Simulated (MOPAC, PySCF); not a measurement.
CH6Si2, SMILES `C=[SiH][SiH3]`, neutral singlet in the gas phase. 

Z-matrix (Å, degrees):
```
Si
C 1 1.7215
H 2 1.0912 1 121.64
H 2 1.0914 3 115.52 1 179.99
H 1 1.4939 2 119.48 3 179.99
Si 1 2.3270 5 118.87 2 -179.97
H 6 1.4947 1 107.96 5 -179.77
H 6 1.4965 7 109.47 1 -120.89
H 6 1.4965 7 109.46 8 -118.23
```
Charge 0, spin multiplicity 1.

All levels are single points at this geometry (PBE-D3(BJ)/def2-TZVP); Pople sets use spherical d functions. Orbital energies aren't observables, and empty levels follow the basis.

PM7 in MOPAC gives gap (eV) = 8.39.

Estimate the gap (eV) from each of these levels: PBE-D3(BJ)/def2-TZVP in PySCF; B3LYP/LANL2DZ in PySCF; HF/6-31G* in PySCF; AM1 in MOPAC; PM3 in MOPAC.


```
level                          gap (eV)
-----------------------------  --------
PBE-D3(BJ)/def2-TZVP in PySCF      3.28
B3LYP/LANL2DZ in PySCF             4.95
HF/6-31G* in PySCF                10.41
AM1 in MOPAC                       8.60
PM3 in MOPAC                       7.02
```
